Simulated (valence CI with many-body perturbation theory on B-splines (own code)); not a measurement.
Results of a calculation; reference values are marked as such.
**A CI+MBPT run for Al8+**

Method: valence CI with perturbative core correlation (CI+MBPT): three valence electrons over a frozen Dirac-Fock core [He], radial functions for each j: 11 s, 11 p, 9 d, 7 f, 5 g, 2 h, 1 i, with the one-electron correlation potential Σ1 (screened to all orders), the two-electron term Σ2, the three-electron term Σ3, Breit, model QED; selected single and double excitations, second order for the rest, scaled by the run's own slope (own B-spline code, finite nucleus).

Command, and the settings that its task file holds:

```sh
python run_cv.py task.json out
```

```
atom Al  Z=13  mass_number=27  rms_radius_fm=3.0610
core [He]
valence 2s2 2p1
avg = 1
basis = L
breit = 1
cap = 40000
capref = 1200
cscale = 1
de = 0.0
dress = 0
eps = 2e-08
extrap = 1
h = 0.27
hh = 1
l2 = 3
lcore = 6
maxit = 60
n2 = 5
natural = 1
nlev = 60
nno = [7, 7, 6, 5, 4, 2, 1]
nroot = 26
nsp = [4, 4, 3, 2, 1, 0, 0]
pt2 = 1
qed = 1
rpa = 1
s1 = 1
s2 = 1
s3 = 1
screen = 1
tol = 2e-05
whole = 1
```

**Question.** Roughly how long does this run take on one core of Intel(R) Xeon(R) Processor @ 2.30GHz, and how much memory?

**Answer.** 86 s on 1 thread of Intel(R) Xeon(R) Processor @ 2.30GHz (shared host), peak memory 0.66 GiB.

Log. The first blocks belong to the next ion, which gives the ionisation energy. Fields: 2J, parity (1 odd), roots, reference size, generating configurations, candidates as configurations/state functions, variational space P, stored matrix elements, Davidson steps; e2 is the range of second-order energies in hartree. The first line gives the box (bohr), its intervals, the orbitals and the steps of their self-consistent field. Window is the range of levels sought, series limit the energy at which the first omitted orbital would enter, core excitation an estimate of the first excitation out of the core, left out the lowest levels not solved, and shifts from estimates the range by which levels moved from their first estimate, all in cm⁻¹.

```
rmax 9.4 intervals 63 orbitals 81 references ['2s2 2p', '2s 2p2', '2p3'] scf 5 t 0.5
2J=0 par=0 roots 2 ref 18 generators 5 cand 329/329 P 347/347 nnz 0 it 0
2J=0 par=0 roots 2 ref 18 generators 10 cand 19/19 P 366/366 nnz 0 it 0
   second order: generators 17 cand 16/16 e2 -0.00000 -0.00000
reference levels 513, estimated 426, window 1878424 1/cm; series limit 2289002, core excitation 12483784
2J=1 par=1 roots 12 ref 48 generators 20 cand 3133/4775 P 5371/7998 nnz 5.9e+06 it 7
2J=1 par=1 roots 12 ref 48 generators 50 cand 1517/2288 P 6888/10286 nnz 9.3e+06 it 5
   second order: generators 131 cand 18197/28015 e2 -0.00007 -0.00000
2J=3 par=1 roots 16 ref 72 generators 21 cand 2049/4281 P 3986/7991 nnz 6.9e+06 it 8
2J=3 par=1 roots 16 ref 72 generators 59 cand 3587/7713 P 7573/15704 nnz 2.3e+07 it 8
   second order: generators 141 cand 24639/54729 e2 -0.00008 -0.00000
2J=1 par=0 roots 13 ref 50 generators 25 cand 2826/4290 P 5112/7627 nnz 5.5e+06 it 9
2J=1 par=0 roots 13 ref 50 generators 56 cand 1369/2073 P 6481/9700 nnz 8.2e+06 it 8
   second order: generators 123 cand 16191/24575 e2 -0.00003 -0.00000
2J=3 par=0 roots 14 ref 70 generators 19 cand 2221/4301 P 4103/8000 nnz 6.9e+06 it 9
2J=3 par=0 roots 14 ref 70 generators 52 cand 2932/6323 P 7035/14323 nnz 1.9e+07 it 8
   second order: generators 126 cand 23904/52669 e2 -0.00005 -0.00000
2J=5 par=0 roots 9 ref 66 generators 15 cand 2105/4306 P 3934/7995 nnz 6.7e+06 it 9
2J=5 par=0 roots 9 ref 66 generators 36 cand 2805/6677 P 6739/14672 nnz 2e+07 it 8
   second order: generators 97 cand 26801/68247 e2 -0.00005 -0.00001
2J=5 par=1 roots 10 ref 62 generators 15 cand 1813/4295 P 3612/7982 nnz 7.1e+06 it 11
2J=5 par=1 roots 10 ref 62 generators 43 cand 3708/8904 P 7320/16886 nnz 2.6e+07 it 8
   second order: generators 109 cand 27381/70862 e2 -0.00008 -0.00001
2J=7 par=0 roots 2 ref 41 generators 8 cand 2042/4726 P 3278/7283 nnz 6e+06 it 4
2J=7 par=0 roots 2 ref 41 generators 21 cand 998/2417 P 4276/9700 nnz 1e+07 it 4
   second order: generators 40 cand 23415/62899 e2 -0.00004 -0.00002
2J=7 par=1 roots 5 ref 43 generators 8 cand 2311/5422 P 3709/8250 nnz 7.5e+06 it 6
2J=7 par=1 roots 5 ref 43 generators 31 cand 2261/5733 P 5970/13983 nnz 1.9e+07 it 8
   second order: generators 73 cand 25922/71177 e2 -0.00009 -0.00001
2J=9 par=1 roots 2 ref 20 generators 3 cand 1946/4486 P 3153/7003 nnz 5.2e+06 it 4
2J=9 par=1 roots 2 ref 20 generators 11 cand 994/2493 P 4147/9496 nnz 9.5e+06 it 4
   second order: generators 30 cand 17344/47412 e2 -0.00002 -0.00002
2J=9 par=0 roots 1 ref 23 generators 4 cand 960/2423 P 2406/5147 nnz 3.3e+06 it 4
2J=9 par=0 roots 1 ref 23 generators 11 cand 564/1258 P 2970/6405 nnz 5.1e+06 it 4
   second order: generators 18 cand 14567/41627 e2 -0.00004 -0.00004
left out: unestimated 2465504, estimated 1990181, shifts from estimates -63 to 109
operators 0.2
```

The Davidson iterations converged.

No measured levels were compared; by estimate levels of excited configurations hold to 0.05 to 0.15 % of their energy, terms of the ground configuration to about 0.5 %.

```yaml
Valence_energy: -43.02914 hartree
Ionisation_energy: "330.17 eV (NIST: 330.21 ± 0.04 eV (semi-empirical))"
Reference_configurations_for_the_orbitals: 2s2 2p, 2s 2p2, 2p3
Radial_orbitals: 81
Box_radius: 9.365 bohr
Largest_variational_space: 16886
Lowest_levels: 2s2.2p 2P°_1/2 0, 2s2.2p 2P°_3/2 4887, 2s.2p2 4P_1/2 145130, 2s.2p2 4P_3/2 146840, 2s.2p2 4P_5/2 149320, 2s.2p2 2D_5/2 259740, 2s.2p2 2D_3/2 259760, 2s.2p2 2S_1/2 332840, 2s.2p2 2P_1/2 354230, 2s.2p2 2P_3/2 357110, 2p3 4S°_3/2 460850, 2p3 2D°_5/2 520050, 2p3 2D°_3/2 520110, 2p3 2P°_1/2 585270 cm⁻¹
```
